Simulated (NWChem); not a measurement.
Molecule: BO, doublet; SMILES [B]=O

All runs: NWChem. Spin-unrestricted. No stability test was run on the SCF state. Each level has its own optimisation; frequencies are unscaled.

Task: Taking B3LYP/aug-cc-pVTZ as the yardstick, which of these has the fewest basis functions while keeping “highest harmonic frequency (cm⁻¹)” within 10 cm⁻¹ of it: B3LYP/cc-pVTZ; B3LYP/aug-cc-pVDZ; B3LYP/cc-pVDZ?

Result: B3LYP/cc-pVTZ.
```tsv
level	basis functions	highest harmonic frequency (cm⁻¹)	relative time (rough)
B3LYP/cc-pVDZ	28	1898	1
B3LYP/aug-cc-pVDZ	46	1881	2
B3LYP/cc-pVTZ	60	1918	3
B3LYP/aug-cc-pVTZ	92	1912	10
```

The yardstick is one finite set, not the basis-set limit.
